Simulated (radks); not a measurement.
Task: Ce3+, 55 electrons, occupied as [Xe] 6p1 (not the ground configuration). Calculated with a radial shooting solver on a logarithmic mesh with Libxc functionals: scalar-relativistic Kohn-Sham, BLYP, spin-polarised, spherical densities, finite nucleus; open shells are filled with parallel spins first (spin-orbit coupling, left out, can overturn this in heavy ions); Fermi nuclear charge, rms radius 4.8771 fm. Some entries of the table are withheld. Estimate them.

orbital  occ.  eigenvalue (eV)  r(max) (bohr)  <r> (bohr)
1s up       1        -40307.27        0.01574     0.02457
1s down     1        -40307.25        0.01574     0.02457
2s up       1        -6484.667        0.08907      0.1052
2s down     1        -6484.659        0.08907      0.1052
2p up       3        -5812.086        0.07167     0.09236
2p down     3        -5812.073        0.07167     0.09236
3s up       1        -1425.823         0.2547      0.2787
3s down     1        -1425.810         0.2547      0.2787
3p up       3        -1211.917         0.2493      0.2768
3p down     3        -1211.902         0.2493      0.2768
3d up       5        -907.7789         0.2052      0.2537
3d down     5        -907.7648         0.2052      0.2537
4s up       1        -317.1058         0.5921      0.6354
4s down     1        -317.0785         0.5921      0.6354
4p up       3        -246.9976         0.6177      0.6719
4p down     3        -246.9691         0.6178      0.6718
4d up       5        -145.9865            (1)      0.7373
4d down     5        -145.9518            (2)      0.7372
5s up       1         -70.8986          1.343       1.463
5s down     1         -70.8029          1.343       1.463
5p up       3         -52.1721          1.493       1.654
5p down     3         -52.0770          1.494       1.653
6p up       1         -18.9513          3.530       3.728

Result: 
(1) 4d up r(max) (bohr): 0.6494
(2) 4d down r(max) (bohr): 0.6494
